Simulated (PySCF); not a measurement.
# Bond lengths and vibrations by method: AlB2FH3

These are calculations, not measurements. They come from PySCF 2.14.0, an open-source quantum chemistry program, on an isolated molecule that a program drew, which may never have been made. The molecule is AlB2FH3 (charge 0, doublet), drawn as the SMILES string `B[B][AlH][F]`.

The geometry was optimised and harmonic frequencies were computed with HF and MP2, all in the cc-pV(D+d)Z basis, for the commonest isotopes, with a restricted reference for singlets and an unrestricted one otherwise, and a frozen core in MP2. Each result is a local minimum of its method.

Geometry at the HF minimum:
```xyz
7
AlB2FH3, angstrom
B     0.4221    2.0769    0.4924
B    -0.1675    0.5843    0.7657
Al   -0.8984   -1.3534    1.1019
F    -2.3579   -1.4839    1.8764
H     1.4772    2.2247   -0.0660
H    -0.1835    3.0545    0.8423
H    -0.1772   -2.6822    0.6808
```

Lengths of the bonds as drawn, in Å (atoms numbered as above):
| bond | HF | MP2 |
|---|---|---|
| B1-B2 | 1.628 | 1.618 |
| B2-Al3 | 2.098 | 2.108 |
| Al3-F4 | 1.657 | 1.677 |
| B1-H5 | 1.203 | 1.210 |
| B1-H6 | 1.202 | 1.209 |
| Al3-H7 | 1.569 | 1.571 |

Rotational constants, in GHz:
```
constant     HF    MP2
       A  20.06  19.76
       B  2.358  2.343
       C   2.11  2.095
```

Harmonic frequencies in cm^-1, each column in rising order, so a row needn't be the same motion in every method:
```
rank,HF,MP2
1,117,107
2,148,157
3,208,201
4,274,243
5,463,448
6,501,484
7,645,587
8,714,678
9,849,827
10,930,862
11,1057,1048
12,1266,1209
13,2033,2006
14,2657,?
15,2727,2685
```

**Estimate the missing MP2 frequency from the HF column.**

A single factor s that minimises the squared misfit of MP2 against s times HF over the other rows is sum(HF x MP2) / sum(HF^2) = 0.9758, with an rms misfit of 23 cm^-1. For rank 14 it gives 0.9758 x 2657 = 2593 cm^-1. The calculation gives 2607 cm^-1, 14 cm^-1 above the estimate. The drawn bonds are on average 0.4 % longer in MP2 than in HF.
